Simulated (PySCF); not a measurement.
**Finite-field polarisability of Ba (barium, neutral)**

[Xe] 6s2, closed-shell 1S. All numbers are calculated (PySCF 2.14, the spin-free X2C one-electron Hamiltonian (Gaussian nucleus), in aug-cc-pVQZ-X2C (10s9p7d4f2g, 118 functions)). Frozen: [Xe]. Energy changes in a uniform field (μhartree):

| axis | F (au) | HF | MP2 | CCSD | CCSD(T) |
| --- | --- | --- | --- | --- | --- |
| x | 0.00079 | -101.153 | -97.860 | -108.976 | -108.976 |
| x | 0.00158 | -405.139 | -391.822 | -436.058 | -436.058 |

(1) Derive α along x at CCSD(T) from the two fields.

(2) And the mean polarisability at each level?

CCSD(T) lies more than 5 % above the reference; correlation of the frozen inner shells, absent here, would lower it, and spin-orbit coupling is absent too.

Answers

(1) With ΔE = −αF²/2 − γF⁴/24, α = −(16 ΔE(F) − ΔE(2F))/(6F²) = 349.2 bohr³.

(2) HF 324.0, MP2 313.5, CCSD 349.2, CCSD(T) 349.2 bohr³. Reference: 272 ± 10 bohr³ (recommended; Schwerdtfeger and Nagle, table of static dipole polarizabilities (2023 update)).
